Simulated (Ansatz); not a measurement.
Mulliken charges of ClFH$_{4}$O$_{2}$Si$_{2}$, SMILES `O[SiH](F)O[SiH2]Cl` from r2SCAN/def2-TZVPP in Ansatz (PBE0-D4/def2-TZVP geometry).

| atom | x (Å) | y (Å) | z (Å) | charge (e) |
| --- | --- | --- | --- | --- |
| O1 | -0.752 | 0.159 | 1.982 | -0.397 |
| Si2 | -0.844 | -0.912 | 0.772 | 0.778 |
| F3 | -2.239 | -0.791 | 0.021 | -0.310 |
| O4 | 0.311 | -0.673 | -0.350 | -0.399 |
| Si5 | 1.093 | 0.428 | -1.249 | 0.595 |
| Cl6 | 0.750 | 2.305 | -0.469 | -0.270 |
| H7 | -0.636 | 1.089 | 1.777 | 0.207 |
| H8 | -0.726 | -2.259 | 1.334 | -0.080 |
| H9 | 0.579 | 0.427 | -2.632 | -0.062 |
| H10 | 2.546 | 0.176 | -1.182 | -0.062 |

By hand: the dipole of these point charges (1 e Å = 4.8032 D).

Σ q r = (0.392, -0.258, -0.172) e Å, of length 0.500 e Å = 2.40 D.

How does the dipole of the full density compare? (Estimate.)

The calculation gave: (0.270, 0.031, -0.132) e Å, 1.45 D; the point charges give 1.66 times that, at 37° from its direction.

Point charges leave out the atoms' own dipoles, such as those of lone pairs, and Mulliken's split depends on the basis, so the two needn't agree.
